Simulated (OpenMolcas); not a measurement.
Computed levels of 3s2 3p2 in ions with 14 electrons, in cm-1 above 3P0.

| Quantity | Value |
| --- | --- |
| Program | OpenMolcas |
| Method | CASSCF |
| Basis | ANO-RCC-VQZP |
| Scalar Hamiltonian | DKH2, point nucleus |
| Spin-orbit coupling | RASSI with atomic mean-field integrals over the reference wave functions, term energies averaged over their components |

Active space for each ion: 4 electrons in 4 orbitals (3s 3p).

```csv
Level,Si,P+,S2+,Ar4+
3P1,66.3,143,263,693
3P2,194,412,743,1864
1D2,8841,11675,14303,19510
1S0,15555,20848,25869,35783
```

Task: Estimate 3P2, 1D2, 1S0 for Cl3+ from its neighbours S2+ and Ar4+.

Result: 3P2 is fine structure, which grows about as the fourth power of a screened charge, so the fourth roots are averaged: ((743^0.25 + 1864^0.25) / 2)^4 = 1208. The calculation gives 1212, so the estimate is off by -0.3 %; the measured value is 1341 (Moore, Atomic Energy Levels, vol. I, NSRDS-NBS 35 (1971 reprint of NBS Circular 467, 1949)).
1D2 is another term, which grows about linearly with the charge: (14303 + 19510) / 2 = 16906. The calculation gives 16901, so the estimate is off by 0 %; the measured value is 13766 (Moore, Atomic Energy Levels, vol. I, NSRDS-NBS 35 (1971 reprint of NBS Circular 467, 1949)).
1S0 is another term, which grows about linearly with the charge: (25869 + 35783) / 2 = 30826. The calculation gives 30838, so the estimate is off by 0 %; the measured value is 32550 (Moore, Atomic Energy Levels, vol. I, NSRDS-NBS 35 (1971 reprint of NBS Circular 467, 1949)).

Without dynamic correlation excited terms often stand tens of per cent too high (terms of higher spin than the ground term too low), and those without a measured partner can miss by more than the paired ones (holds for Si; P+). Measured partners are found by configuration, term and J. A level has none where our copy of the source lacks it or the pairing is in doubt (some pairs that miss far off the trend of their configuration count as doubtful), and it then counts in no deviation. Levels of configurations outside the active space are missing.
